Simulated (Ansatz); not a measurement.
Hg3Se4. Total charge 0; singlet. Geometry PBE-D4/def2-SVP; atoms count from 1.

```tsv
atom	x (Å)	y (Å)	z (Å)
Hg1	0.617	0.870	-1.967
Hg2	1.403	0.710	1.263
Hg3	-1.649	-1.060	-0.475
Se4	2.078	2.336	-0.538
Se5	0.418	-1.200	2.585
Se6	-1.866	-0.839	2.028
Se7	-1.000	-0.816	-2.897
```

In the def2 sets Hg takes a core potential; there is no spin–orbit coupling. The structure comes from a short search, and lower isomers may exist.

(1) Estimate the Mulliken populations from the PBE0/def2-TZVP orbitals of Ansatz.

(2) And the Mayer bond orders between bonded heavy atoms (over 0.3)?

Results:

(1) 
```
atom  charge (e)  d electrons
 Hg1        0.45         9.90
 Hg2        0.46         9.89
 Hg3        0.46         9.89
 Se4       -0.45            –
 Se5       -0.24            –
 Se6       -0.24            –
 Se7       -0.45            –
```
Mulliken values and Mayer orders depend strongly on the basis.

(2) Hg1–Se4 0.90 (2.51 Å); Hg1–Se7 0.90 (2.51 Å); Hg2–Se4 0.89 (2.52 Å); Hg2–Se5 0.86 (2.52 Å); Hg3–Se6 0.86 (2.52 Å); Hg3–Se7 0.89 (2.52 Å); Se5–Se6 1.09 (2.38 Å).
